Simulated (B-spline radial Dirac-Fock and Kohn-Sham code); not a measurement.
Z = 58 (cerium), transition energy 590 keV. Calculated with an atomic code on a B-spline grid, using a Dirac-Hartree-Slater potential of the neutral atom with a Latter tail (no hole, which puts coefficients of high multipoles low close above an edge), finite nucleus with surface currents. Subshells that would emit electrons below 1 keV are left out.

Task: A pure transition shows α(K) = 0.0665, L1/L2 = 8.46 and L1/L3 = 14.7. What is its multipolarity?
A. M2
B. E2
C. E3
D. M4
E. M1
F. E1
G. E4
H. M3

Result: H. For comparison, α(K), L1/L2, L1/L3 are E1 0.00214, 21.4, 17.7; E2 0.00587, 5.64, 9.11; E3 0.0145, 2.12, 5.11; E4 0.0347, 1.10, 3.19; M1 0.00888, 20.2, 90.3; M2 0.0263, 12.6, 45.1; M4 0.163, 6.17, 6.57.
